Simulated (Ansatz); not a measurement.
One change: `[SiH3][O][ZnH]` becomes `[SiH]O[SiH3]`.

Ansatz, PBE0-D4/def2-TZVP geometries, multiplicity 1. 

Scalar relativity is left out up to krypton.

```
                                          property  `[SiH3][O][ZnH]`
               LUMO energy (B3LYP/def2-TZVPP) / eV             -0.82
              HOMO–LUMO gap (PBE0/def2-TZVPP) / eV              7.68
             HOMO energy (ωB97M-V/def2-TZVPP) / eV            -10.53
size of the dipole moment (ωB97M-V/def2-TZVPP) / D              1.75
               HOMO energy (B3LYP/def2-TZVPP) / eV             -8.00
             HOMO–LUMO gap (B3LYP/def2-TZVPP) / eV              7.18
```

Q: What does the change do to each property? (Estimate.)

A: Ansatz gave: 
```tsv
property	`[SiH]O[SiH3]`	shift
LUMO energy (B3LYP/def2-TZVPP) / eV	-2.41	-1.59
HOMO–LUMO gap (PBE0/def2-TZVPP) / eV	4.33	-3.35
HOMO energy (ωB97M-V/def2-TZVPP) / eV	-8.67	1.86
size of the dipole moment (ωB97M-V/def2-TZVPP) / D	0.65	-1.10
HOMO energy (B3LYP/def2-TZVPP) / eV	-6.39	1.61
HOMO–LUMO gap (B3LYP/def2-TZVPP) / eV	3.98	-3.20
```

With PBE0 the HOMO rises by 1.64 eV and the LUMO falls by 1.70 eV, so the gap narrows by about 3.34 eV. PBE moves the HOMO by 1.34 eV and ωB97M-V by 1.86 eV. Dipoles are sizes alone; their direction can turn.

B3LYP here is the variant with VWN-RPA as its local correlation; programs differ in this.
